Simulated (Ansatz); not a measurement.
Compare A (`C#C[O][GeH2][CH3]`) with its isomer B (`C=[C]([GeH3])C=O`).

Computed with Ansatz on PBE0-D4/def2-TZVP structures; ΔE is electronic, products minus reactants. CCSD(T)/CBS is the MP2 limit (def2-TZVPP, def2-QZVPP) plus CCSD(T) − MP2 in def2-TZVPP, frozen cores. DFT in def2-TZVPP. B3LYP here is the variant with VWN-RPA as its local correlation; programs differ in this. For Ge outer-core shells are correlated without core-valence functions, which leaves a few kJ/mol of doubt a bond. Scalar relativity is left out up to krypton. Each species was taken in one conformer, which may not be the lowest.

Which isomer does CCSD(T)/CBS put lower? Give the gap. (Estimate.)

The calculation gave: B, by 11.7 kcal/mol.

Give E(B) − E(A) in kcal/mol with PBE-D4, CCSD/def2-TZVPP, r2SCAN-D4, B3LYP-D4, CCSD(T)/def2-TZVPP, HF/def2-TZVPP, B3LYP. (Estimate.)

Ansatz gave: PBE-D4 -14.3, CCSD/def2-TZVPP -11.8, r2SCAN-D4 -12.8, B3LYP-D4 -12.9, CCSD(T)/def2-TZVPP -12.5, HF/def2-TZVPP -11.7, B3LYP -12.1. None reverses the order clearly.

Largest T1 diagnostic: 0.014.

From PBE to PBE0 (25 % exact exchange), in def2-TZVPP and without D4, E(B) − E(A) moves by +0.9 kcal/mol. The D4 term adds −0.8 kcal/mol with B3LYP and −0.4 kcal/mol with PBE0; it sums over pairs of atoms, weighted by their polarisabilities, and B3LYP, whose exchange is more repulsive, gets the larger term.
